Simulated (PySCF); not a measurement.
pyrazole (C3H4N2), SMILES c1[nH]ncc1. Geometry: B3LYP-D3(BJ)/def2-SVP.

Give the equilibrium geometry at B3LYP-D3(BJ)/def2-SVP (PySCF confirms it by a frequency run) as a Z-matrix, and its point group. (Estimate from the structure and the level; the computed values follow.)

point group Cs.
```
C
N 1 1.3599
H 2 1.0127 1 127.38
N 2 1.3400 3 119.24 1 180.00
C 4 1.3305 2 104.54 3 180.00
C 1 1.3848 2 106.01 3 180.00
H 6 1.0870 1 127.34 2 180.00
H 1 1.0878 2 122.02 3 0.00
H 5 1.0897 4 119.87 2 180.00
```
